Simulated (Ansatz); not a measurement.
Cost and result for the atomization energy of C₇H₁₆O (`CCCCCCCO`) (24 atoms, 23 bonds).

Z-matrix (Å, degrees):
```
C
C 1 1.519
H 1 1.094 2 111.1
H 1 1.092 2 111.7 3 120.2
H 1 1.094 2 111.1 3 -119.6
C 2 1.520 1 113.1 3 59.7
H 2 1.096 1 109.6 3 -178.3
H 2 1.096 1 109.7 3 -62.4
C 6 1.520 2 113.1 1 179.7
H 6 1.097 2 108.8 1 57.0
H 6 1.098 2 109.3 1 -58.2
C 9 1.525 6 114.4 2 175.5
H 9 1.096 6 109.2 2 -60.6
H 9 1.096 6 108.8 2 54.2
C 12 1.525 9 115.6 6 59.0
H 12 1.096 9 108.8 6 -63.3
H 12 1.096 9 108.8 6 -178.4
C 15 1.516 12 113.9 9 60.1
H 15 1.094 12 109.3 9 -179.0
H 15 1.097 12 110.0 9 -62.7
O 18 1.413 15 112.8 12 173.4
H 18 1.099 15 110.6 12 -62.3
H 18 1.094 15 109.9 12 55.7
H 21 0.961 18 108.1 15 58.5
```

Charge 0, multiplicity 1. Geometry: relaxed with PBE0-D4/def2-TZVP. It is one conformer, not always the lowest. Program: Ansatz. All runs use 4 threads of an AMD EPYC 7R13 on a shared host and a share of an NVIDIA H100 80 GB. Times are those of one run each, without the atoms' runs, and a repeat can differ threefold. Electronic energies, without spin–orbit coupling; frozen cores. CCSD(T)/CBS adds CCSD(T) − MP2 in def2-TZVPP to the MP2 limit, and its time is that of the two runs behind it. T1 = 0.009. HSE06 is the plane-wave form, built on full-range PBE exchange.

CCSD(T)/CBS is a level of theory with its own doubt, some kJ/mol a heavy atom from the limit and from the frozen cores, so smaller differences don't rank the functionals.

```
                             level  functions  wall time
            LDA (SPW92)/def2-TZVPP        472      4.2 s
   PBE-D4/def2-TZVPP (with forces)        472      4.5 s
                BLYP-D4/def2-TZVPP        472      4.6 s
           CAM-B3LYP-D4/def2-TZVPP        472      6.5 s
  ωB97M-V/def2-TZVPP (with forces)        472      6.5 s
               HSE06-D4/def2-TZVPP        472        7 s
                  CCSD(T)/def2-SVP        192      7.5 s
r2SCAN-D4/def2-TZVPP (with forces)        472        8 s
                 B2PLYP/def2-TZVPP        472        9 s
               PBE-QIDH/def2-TZVPP        472        9 s
                    MP2/def2-QZVPP        936       13 s
                CCSD(T)/def2-TZVPP        472       31 s
                 CCSD(T)/CBS(def2)          –       43 s
```

Q: What atomization energy does each give, and how far from CCSD(T)/CBS? (Estimate.)

A: Ansatz gave: 
```json
{"level": "LDA (SPW92)/def2-TZVPP", "atomization (kcal/mol)": "2592.7", "difference from CCSD(T)/CBS": "311.1", "per bond": "13.5"}
{"level": "PBE-D4/def2-TZVPP (with forces)", "atomization (kcal/mol)": "2322.3", "difference from CCSD(T)/CBS": "40.7", "per bond": "1.8"}
{"level": "BLYP-D4/def2-TZVPP", "atomization (kcal/mol)": "2268.0", "difference from CCSD(T)/CBS": "-13.6", "per bond": "-0.6"}
{"level": "CAM-B3LYP-D4/def2-TZVPP", "atomization (kcal/mol)": "2291.9", "difference from CCSD(T)/CBS": "10.3", "per bond": "0.4"}
{"level": "ωB97M-V/def2-TZVPP (with forces)", "atomization (kcal/mol)": "2286.7", "difference from CCSD(T)/CBS": "5.1", "per bond": "0.2"}
{"level": "HSE06-D4/def2-TZVPP", "atomization (kcal/mol)": "2296.6", "difference from CCSD(T)/CBS": "15.0", "per bond": "0.7"}
{"level": "CCSD(T)/def2-SVP", "atomization (kcal/mol)": "2195.4", "difference from CCSD(T)/CBS": "-86.2", "per bond": "-3.7"}
{"level": "r2SCAN-D4/def2-TZVPP (with forces)", "atomization (kcal/mol)": "2284.5", "difference from CCSD(T)/CBS": "2.9", "per bond": "0.1"}
{"level": "B2PLYP/def2-TZVPP", "atomization (kcal/mol)": "2258.3", "difference from CCSD(T)/CBS": "-23.3", "per bond": "-1.0"}
{"level": "PBE-QIDH/def2-TZVPP", "atomization (kcal/mol)": "2278.2", "difference from CCSD(T)/CBS": "-3.4", "per bond": "-0.1"}
{"level": "MP2/def2-QZVPP", "atomization (kcal/mol)": "2284.7", "difference from CCSD(T)/CBS": "3.1", "per bond": "0.1"}
{"level": "CCSD(T)/def2-TZVPP", "atomization (kcal/mol)": "2233.3", "difference from CCSD(T)/CBS": "-48.3", "per bond": "-2.1"}
{"level": "CCSD(T)/CBS(def2)", "atomization (kcal/mol)": "2281.6", "difference from CCSD(T)/CBS": "0.0", "per bond": "0.0"}
```

In def2-TZVPP, CCSD(T) changes the Hartree–Fock value by +521.4 kcal/mol (the triples alone add +27.0 kcal/mol) and MP2 by +544.4 kcal/mol; breaking electron pairs costs correlation energy, which Hartree–Fock lacks. At CCSD(T), def2-SVP lies −86.2 kcal/mol from the extrapolated value and def2-TZVPP −48.3 kcal/mol: correlation converges slowly with the basis, and small sets miss more of it in the bonded molecule than in its fragments. The D4 term adds +17.8 kcal/mol with B3LYP and +9.6 kcal/mol with PBE0; it sums over pairs of atoms, weighted by their polarisabilities, and B3LYP, whose exchange is more repulsive, gets the larger term.

B3LYP here is the variant with VWN-RPA as its local correlation; programs differ in this.
